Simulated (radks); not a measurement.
Values are calculated unless marked as measured or tabulated.
Effect of the nuclear size on neutral caesium, [Xe] 6s1. Code: a radial shooting solver on a logarithmic mesh with Libxc functionals. Model: Dirac Kohn-Sham, exchange-only LDA, spin-unpolarised, spherical densities, finite nucleus; Fermi nuclear charge, rms radius 4.8041 fm. The rms radius is varied about that value; shifts are against it.

rms radius (fm),total energy shift (eV),density at nucleus (e/bohr^3),1s1/2 shift (meV),2s1/2 shift (meV),4p1/2 shift (meV),5s1/2 shift (meV),5p1/2 shift (meV)
4.2853,-1.52,3.013e+05,-633,-75.4,0.263,-0.449,0.080
4.3333,-1.38,3.007e+05,-577,-68.7,0.240,-0.409,0.073
4.8041,0,2.95e+05,0.000,0.000,0.000,0.000,0.000
5.102,0.935,2.917e+05,390,46.5,-0.162,0.277,-0.049
5.9571,3.87,2.834e+05,1610,192,-0.670,1.14,-0.204

Slopes of the eigenvalues against <r^2> in GHz/fm^2, as finite differences over the two radii next to the reference (eigenvalue slopes, not the field-shift constants of lines): 1s1/2 32200, 2s1/2 3840, 4p1/2 -13.4, 5s1/2 22.9, 5p1/2 -4.07.
